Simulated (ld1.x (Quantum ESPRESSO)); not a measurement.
## Building the ultrasoft potential for Pd (Z = 46) (PBE, non-relativistic).

- Element: Pd
- Generator: ld1.x (Quantum ESPRESSO) 7.5
- Type: ultrasoft
- Functional: PBE
- Relativity: non-relativistic
- Frozen core: [Ar] 3d10
- Valence charge: 18
- Reference configuration: 4s2 4p6 4d8 5s0 5p0 (charge +2)
- Partial waves: 4s (bound): rcut 1.25, rcutus 1.60 bohr; 5s (bound, empty): rcut 1.25, rcutus 1.60 bohr; 4p (bound): rcut 1.35, rcutus 1.50 bohr; 5p (bound, empty): rcut 1.35, rcutus 1.50 bohr; 4d (bound): rcut 1.20, rcutus 1.50 bohr; 4d channel at -1.25 Ry: rcut 1.20, rcutus 1.50 bohr
- Local potential: all-electron potential smoothed inside 1.50 bohr (lloc = -1)
- Core correction: Bessel-smoothed model core, default radius (core density twice the valence density)
- Augmentation charge: PSQ, inside the norm-conserving radii

All-electron outer shells of the reference configuration (PBE, non-relativistic, ld1.x):

```
shell  level (eV)  outermost node (bohr)  outermost maximum (bohr)
   3d     -355.59                      –                      0.28
   4s     -103.96                   0.47                      0.88
   4p      -74.39                   0.46                      0.92
   4d      -27.69                   0.45                      1.06
   5s      -19.39                   1.17                      2.36
   5p      -13.85                   1.28                      2.78
```

Results:

```json
{"Largest excitation error": "-65 meV (all-electron minus pseudo) for 4s2 4p6 4d10 5s0 5p0, out of 7 test configurations", "Lowest eigenvalue of the overlap operator": "-0.15 (p channel); it is negative, so in a basis up to 400 Ry S is not positive definite and the file is unfit for use", "Density cutoff estimated by the generator": "369 Ry"}
```

The ghost test of this file was not conclusive. Its overlap operator is not positive definite in a basis up to 400 Ry (lowest eigenvalue p -0.15), so the file is unfit for use: the generalised eigenproblem breaks down once the basis is large enough, and its test numbers describe a broken file.

Generation and tests took about 1.4 s on one core of a shared server CPU.
